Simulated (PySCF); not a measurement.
# What a mistake does to a calculation on BClH3NSi

Calculated results; nothing here was measured. The program is PySCF 2.14.0, an open-source quantum chemistry code, run on an isolated molecule that a program drew, which may never have been made. The molecule is BClH3NSi (charge 0, singlet), drawn as the SMILES string `N[Si]BCl`.

Each row is a Hartree-Fock (HF) and frozen-core CCSD(T) single point in the cc-pV(D+d)Z basis, meant for a local HF minimum. Run 1 is clean. Each other run has one planted mistake out of seven kinds, and not every kind appears here: one electron removed, one electron added, multiplicity raised by two, geometry at a saddle point, minimal basis STO-3G, one bond length entered in bohr, all coordinates scaled. The reference is restricted for singlets and unrestricted otherwise, and also for a bond in bohr. Adding or removing an electron swaps singlet and doublet. Electrons count all cores. HOMO and LUMO are orbital energies over both spins, the gradient is its largest component, and the lowest frequency (negative if imaginary) is given only where the gradient is small. Bond lengths are over the 6 bonds as drawn. T1 is the CCSD diagnostic: over 0.02 (restricted) or 0.045 (unrestricted) a single reference is doubtful.

Geometry of the clean run:
```xyz
7
BClH3NSi, angstrom
N    -1.1402    1.6768   -0.8611
Si    0.4824    2.1039   -1.1671
B     1.2592    1.7787    0.7214
Cl    1.9556    0.1863    1.1056
H    -1.5467    1.3509   -0.0047
H    -1.8232    1.7037   -1.5952
H     1.3667    2.5912    1.5962
```

```
run,electrons,basis functions,<S^2>,HOMO (eV),LUMO (eV),gradient (hartree/bohr),lowest frequency (cm^-1),mean bond (Å),longest bond (Å),T1,HF (hartree),CCSD(T) (hartree),mistake
1,46,89,0.000,-8.29,1.70,1.1e-05,55,1.4596,2.068,0.0177,-829.33467,-829.86893,no fault
2,46,89,0.000,-8.30,0.70,1.9e-05,-63,1.4648,2.104,0.0181,-829.33161,-829.86713,geometry at a saddle point
3,45,89,0.783,-16.17,-6.24,4.5e-02,-,1.4596,2.068,0.0257,-829.06844,-829.57966,one electron removed
4,46,31,0.000,-5.95,6.36,3.8e-02,-,1.4596,2.068,0.0217,-820.04045,-820.19945,?
```

**Which mistake was planted in run 4, and what did it cost?**

It has 31 basis functions where the clean run has 89, with the same electrons and geometry. So the mistake is: minimal basis STO-3G. Subtracting run 1 and multiplying by 627.51 kcal/mol a hartree, the energy moved by 5832.2 kcal/mol in HF and 6067.7 kcal/mol in CCSD(T).

Cautions from the logs. Run 4: T1 is over the limit, so its CCSD(T) energy is less reliable.
